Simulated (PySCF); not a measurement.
These are PySCF with B3LYP-D3(BJ)/def2-TZVP // r2SCAN-D4/def2-SVP values and carry that method's errors. Isolated molecules, 0 K electronic values unless said otherwise. One relaxed conformer stands for a flexible species; it need not be the lowest. B3LYP has the VWN-RPA correlation part, as in Gaussian. 

Reference species: [Hf(OH)4] (neutral, multiplicity 1).

The HOMO–LUMO gap is 7.93 eV and the mean distance from the central atom to its bonded neighbours comes out as 1.936 Å. The LUMO is -0.21 eV and the charge on the central atom (Mulliken) is 1.63 e.

After one change: the HOMO–LUMO gap drops by 2.00 eV; the mean distance from the central atom to its bonded neighbours falls by 0.089 Å; the LUMO drops by 2.13 eV; the charge on the central atom (Mulliken) falls by 0.81 e.

### Question
What was changed between the two runs? The new species is one of these.
A) [Hf(OH)(H)3]
B) [Hf(H)4]
C) [Hf(OH)3(H)]
D) [Hf(OH)2(H)2]

### Answer
B, [Hf(H)4]
